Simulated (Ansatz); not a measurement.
Relaxation of AlClF$_{3}$H (6 atoms, charge 0, multiplicity 1), to a largest force component of 0.03 eV/Å in at most 50 steps.

The calculation used RHF/def2-SVP (Ansatz 0.2.0).

```xyz
6
Properties=species:S:1:pos:R:3
Al 0.015 -0.441 -0.494
Cl 0.037 -0.086 2.911
F 1.424 0.235 -0.954
F -1.416 0.178 -0.963
F 0.046 -1.868 0.365
H 0.038 -1.314 2.416
```

Problem. Where does it end, and by what steps?

Solution. The forces met the threshold. After 7 steps the energy has fallen by 0.306 eV; Cl2 moved furthest, 0.66 Å. Joined: Al1–Cl2 (3.42 → 2.55 Å).

```
step  energy less start (eV)  largest force component (eV/Å)  accepted
   0                  0.0000                           1.313       yes
   1                 -0.0364                           1.168       yes
   2                 -0.1511                           1.448       yes
   3                 -0.2506                           1.474       yes
   4                 -0.3008                           0.197       yes
   5                 -0.3042                           0.041       yes
   6                 -0.3055                           0.046       yes
   7                 -0.3057                           0.015       yes
```

```xyz
6
Properties=species:S:1:pos:R:3
Al 0.021 -0.472 -0.245
Cl 0.019 0.021 2.262
F 1.418 0.258 -0.690
F -1.405 0.208 -0.681
F 0.050 -2.081 0.105
H 0.042 -1.231 2.529
```

Whether the end is a true minimum wasn't checked by a vibrational analysis.

Run time: 11 s on 1 thread of Intel(R) Xeon(R) CPU @ 2.60GHz (Ice Lake), on a shared host, peak memory 0.17 GiB.
